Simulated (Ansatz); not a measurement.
`[BH2][AlH][CH2]CO`, charge 0, multiplicity 1.

Problem. Give a relaxed structure at PBE0-D4/def2-TZVP (Ansatz). (Best estimate.)

Solution. Computed: 
```xyz
13

B     0.929   -0.032   -2.489
Al    0.527   -1.265   -0.813
C    -0.179   -0.552    0.885
C    -0.451    0.937    0.932
O    -0.835    1.413    2.209
H     1.987    0.504   -2.671
H     0.115    0.191   -3.344
H     0.796   -2.837   -0.882
H     0.534   -0.823    1.676
H    -1.096   -1.115    1.114
H    -1.212    1.205    0.183
H     0.450    1.503    0.681
H    -1.566    0.871    2.518
```
This is one stationary point; other conformers may exist.
